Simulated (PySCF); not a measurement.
Ionisation of 1-methoxynaphthalene

Parent: 1-methoxynaphthalene, `COc1cccc2ccccc12` (C11H10O). Atom numbers as in the mapped SMILES `[CH3:1][O:2][c:3]1[cH:4][cH:5][cH:6][c:7]2[cH:8][cH:9][cH:10][cH:11][c:12]12`. These are map numbers, not IUPAC locants.

Level of theory: ωB97X-D3(BJ)/ma-def2-SVP single points in PySCF, grid level 2; every species was optimised with PBE0-D3(BJ)/def2-SVP. The prefix ma- adds one diffuse s and one diffuse p function on all atoms but H. Zero-point and thermal terms (298.15 K, 1 bar) come from unscaled GFN2-xTB harmonic frequencies, with soft modes damped to free rotors in the entropy. These were taken at the GFN2-xTB minima.

Frontier levels of the parent: HOMO -8.00 eV, LUMO 0.84 eV.

Oxidation to the radical cation:
* Vertical ionisation energy (electronic): 7.74 eV
* Adiabatic ionisation energy (with zero-point energy): 7.50 eV
* Adiabatic, electronic part: 7.55 eV
* Vertical gap at the product's structure: 7.36 eV
* Inner reorganisation energy (four-point): 377 meV
* Relaxation of product / of parent: 187 / 190 meV
* ⟨S²⟩ of the product: 0.785
* Largest spin populations: C6 0.36, C8 0.19, C3 0.16, C4 0.15
* Largest changes of atomic charge: C6 0.13, C3 0.10, O2 0.10
* Distances that move most (Å): O2–C3 1.347 → 1.302; C3–C4 1.381 → 1.419; C5–C6 1.372 → 1.406; C4–C5 1.415 → 1.382
* Potential in water: 5.67 V absolute (solvation -22 → -196 kJ/mol)

Solvents are IEF-PCM continua (electrostatics only, gas-phase structures); absolute potentials refer to an electron at rest in vacuum.

Measured values (NIST Chemistry WebBook, evaluated or the median of agreeing entries): adiabatic ionisation energy 7.70 eV (computed 7.50, difference -0.20).

Caveats: ma-def2-SVP is a small basis, whose errors can reach tens of kJ/mol.

Run with `OMP_NUM_THREADS=1 python redox_run.py task.json out` on 1 thread of Arm Neoverse V2, a shared host. Structures, frequencies and single points: 10 min of wall time.
